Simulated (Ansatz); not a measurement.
`O[SiH](F)[SiH2][SiH3]` + H₂O → `O[SiH](O)[SiH2][SiH3]` + H–F  (formal hydrolysis of the Si–F bond)

Gas-phase electronic energies from Ansatz, PBE0-D4/def2-TZVP geometries. CCSD(T)/CBS is the MP2 limit (def2-TZVPP, def2-QZVPP) plus CCSD(T) − MP2 in def2-TZVPP, frozen cores. This one scheme is used for every species. Functionals use def2-TZVPP. B3LYP here is the variant with VWN-RPA as its local correlation; programs differ in this. Each species was taken in one conformer, which may not be the lowest.

| level | ΔE (kJ/mol) |
| --- | --- |
| r2SCAN | 44.1 |
| PBE0 | 41.6 |
| B3LYP | 46.2 |
| CCSD/CBS(def2) | 42.4 |

Q: What does CCSD(T)/CBS give? (Estimate.)

A: Computed: +41.1 kJ/mol. The listed levels differ from it by 3.0, 0.5, 5.1, 1.3 kJ/mol.

Largest T1 diagnostic among the species: 0.013.

In def2-TZVPP, CCSD(T) changes the Hartree–Fock value by −8.6 kJ/mol (the triples alone add −1.3 kJ/mol) and MP2 by −10.7 kJ/mol. The D4 term adds −4.0 kJ/mol with B3LYP and −2.2 kJ/mol with PBE0; it sums over pairs of atoms, weighted by their polarisabilities, and B3LYP, whose exchange is more repulsive, gets the larger term.
